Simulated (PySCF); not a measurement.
CH7FO2Si2, SMILES O[Si](O)(F)C[SiH3].

Geometry optimised at B3LYP-D3(BJ)/def2-SVP. The structure was generated by enumeration, and PubChem lists no compound with its InChIKey, so it may never have been made. Other conformers were not sampled.

Vertical ionisation energy (IE) and electron affinity (EA) in eV. Rows of orbital energies are one-electron estimates. Where ΔSCF, EOM or ADC give a negative EA the extra electron is unbound and the value depends on the basis.

| level | IE | EA |
|---|---|---|
| −ε(HOMO), −ε(LUMO), ωB97X/def2-TZVP (PySCF) | ___ | ___ |
| −ε(HOMO), −ε(LUMO), PBE/def2-TZVP (PySCF) | 7.40 | 0.53 |

Q: Some entries are withheld; supply them. (Estimate from the structure and the level; the computed values follow.)

A: 
- −ε(HOMO), −ε(LUMO), ωB97X/def2-TZVP (PySCF), IE: 11.24
- −ε(HOMO), −ε(LUMO), ωB97X/def2-TZVP (PySCF), EA: -2.33
